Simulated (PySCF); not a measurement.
Spin–spin couplings to the heavy atom in Mo(OH)F5 (SMILES [OH][Mo]([F])([F])([F])([F])[F])

Cartesian coordinates in Å; atom numbers follow the order of the lines, from 1:
```xyz
8

Mo    0.050   -0.028   -0.314
O    -0.120    0.056    1.475
H    -0.240    0.121    2.429
F     0.211   -0.108   -2.131
F     1.878   -0.038   -0.223
F    -1.763   -0.026   -0.558
F     0.072    1.796   -0.461
F     0.049   -1.858   -0.300
```

Level of theory for the indirect couplings: PBE0/pcJ-1 (dyall-v2z on Mo), isolated molecule, finite nuclei, PBE0-D3(BJ)/def2-SVP geometry (PySCF 2.14.0).

Non-relativistic values:
```tsv
coupling	atoms	J (Hz)
1J(95Mo,17O)	Mo1 – O2	70.0
1J(95Mo,19F)	Mo1 – F4	-20.2
1J(95Mo,19F)	Mo1 – F5/F6/F7/F8	-15.6
2J(95Mo,1H)	Mo1 – H3	-31.9
```

Task: What do two-component X2C with spin–orbit coupling give?

Result: 
```json
{"coupling": "1J(95Mo,17O)", "atoms": "Mo1 – O2", "with spin–orbit (Hz)": "80.3"}
{"coupling": "1J(95Mo,19F)", "atoms": "Mo1 – F4", "with spin–orbit (Hz)": "-26.8"}
{"coupling": "1J(95Mo,19F)", "atoms": "Mo1 – F5/F6/F7/F8", "with spin–orbit (Hz)": "-17.9"}
{"coupling": "2J(95Mo,1H)", "atoms": "Mo1 – H3", "with spin–orbit (Hz)": "-37.0"}
```

The largest listed coupling, 1J(95Mo,17O), ends at 1.15 times its non-relativistic value. Equivalent partners are averaged, as under fast rotation.
